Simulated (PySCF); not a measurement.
Species: C7H9N2 (charge +1).
Atom-mapped SMILES: `[CH2:1]=[N:2][c:3]1[cH:4][cH:5][cH:6][cH:7][n+:8]1[CH3:9]`

Structure used (GFN2-xTB), in Å, numbered top down from 1:
```xyz
18
C7H9N2 angstrom
C      2.810   -0.289   -0.416
N      1.633   -0.004   -0.727
C      0.418   -0.309   -0.245
C     -0.099   -1.615   -0.302
C     -1.416   -1.842    0.016
C     -2.230   -0.765    0.384
C     -1.689    0.492    0.417
N     -0.399    0.715    0.105
C      0.155    2.049    0.148
H      3.599    0.005   -1.096
H      3.096   -0.786    0.511
H      0.558   -2.416   -0.601
H     -1.816   -2.843   -0.011
H     -3.266   -0.915    0.637
H     -2.272    1.355    0.699
H     -0.643    2.787    0.190
H      0.758    2.217   -0.745
H      0.795    2.171    1.024
```

Probes without a nucleus sit at each ring's centroid and 1 Å off its mean plane on both sides; NICS is minus the shielding there, NICSzz its component along the normal. Level: GIAO PBE0/pcSseg-1 (PySCF, non-relativistic, gas phase) on the GFN2-xTB geometry, one conformer.

Ring bond lengths (Å), with Mayer bond orders in brackets: C3–C4 1.406 (1.30), C4–C5 1.373 (1.49), C5–C6 1.399 (1.34), C6–C7 1.369 (1.52), C7–N8 1.345 (1.18), N8–C3 1.356 (1.10).

**Question.** Give the NICS values of each ring in ppm.

**Answer.** 
```tsv
ring	type	NICS(0)	NICS(1), two faces	NICS(1)zz, two faces	rms pucker (Å)	centre to ring atoms, mean (Å)
C3–C4–C5–C6–C7–N8	6-membered ring with N; formal bonds all aromatic	-7.0	-8.7 / -9.2	-21.9 / -22.4	0.00	1.37
```

**Question.** What can be read from them?

**Answer.** 
- C3–C4–C5–C6–C7–N8: mean NICS(1)zz -22.2 ppm, shielded. For a flat ring without four-coordinate atoms the NICS criterion counts such a value as aromatic.

**Question.** What does the geometric index give? HOMA takes Krygowski's 1993 parameters.

**Answer.** 
- C3–C4–C5–C6–C7–N8: HOMA 0.95; the largest term is that of C6–C7, α(R − Ropt)² = 0.09. The geometric and the magnetic index point the same way.

**Question.** At the first NICS(1) probe listed for ring C3–C4–C5–C6–C7–N8, 1 Å off the ring, how large is the induced field along the normal in 7.05 T applied along it?

**Answer.** NICSzz × B0 = -21.9 ppm × 7.05 T = -154 μT, against the applied field.

**Question.** List the ring angles and the Hirshfeld charges of the ring atoms.

**Answer.** 
- C3–C4–C5–C6–C7–N8: C3 119.3° (+0.151 e), C4 119.8° (-0.028 e), C5 119.4° (+0.025 e), C6 118.9° (-0.019 e), C7 121.7° (+0.068 e), N8 120.9° (+0.050 e); sum 720.0° against 720° for a flat convex ring.

**Question.** How shielded are the nuclei of the rings and their hydrogens (means over atoms taken as equivalent)?

**Answer.** 
```json
{"atoms": "C3", "environment": "aromatic carbon bearing nitrogen", "σ isotropic (ppm)": "28.7", "principal values of the symmetric part, first atom (ppm)": "-42.0, 0.6, 127.5"}
{"atoms": "C4", "environment": "aromatic CH carbon", "σ isotropic (ppm)": "65.5", "principal values of the symmetric part, first atom (ppm)": "-26.8, 59.5, 163.7"}
{"atoms": "C5", "environment": "aromatic CH carbon", "σ isotropic (ppm)": "30.3", "principal values of the symmetric part, first atom (ppm)": "-85.3, -6.2, 182.5"}
{"atoms": "C6", "environment": "aromatic CH carbon", "σ isotropic (ppm)": "57.6", "principal values of the symmetric part, first atom (ppm)": "-50.3, 42.7, 180.5"}
{"atoms": "C7", "environment": "aromatic CH next to a ring nitrogen", "σ isotropic (ppm)": "39.3", "principal values of the symmetric part, first atom (ppm)": "-56.9, 36.8, 138.0"}
{"atoms": "N8", "environment": "pyridinium-type nitrogen", "σ isotropic (ppm)": "69.5", "principal values of the symmetric part, first atom (ppm)": "-50.4, 45.5, 213.5"}
{"atoms": "H12", "environment": "aromatic hydrogen", "σ isotropic (ppm)": "24.41", "principal values of the symmetric part, first atom (ppm)": "20.4, 25.3, 27.6"}
{"atoms": "H13", "environment": "aromatic hydrogen", "σ isotropic (ppm)": "22.89", "principal values of the symmetric part, first atom (ppm)": "20.3, 22.5, 25.9"}
{"atoms": "H14", "environment": "aromatic hydrogen", "σ isotropic (ppm)": "23.76", "principal values of the symmetric part, first atom (ppm)": "20.8, 24.4, 26.2"}
{"atoms": "H15", "environment": "aromatic hydrogen", "σ isotropic (ppm)": "23.31", "principal values of the symmetric part, first atom (ppm)": "18.7, 23.7, 27.6"}
```

Time: 33 s; peak memory 0.88 GiB. Hardware: an Arm Neoverse V2 with one thread, no GPU, shared host with 96 logical CPUs at a one-minute load of 72. This is the whole shielding run at PBE0/pcSseg-1, SCF included.
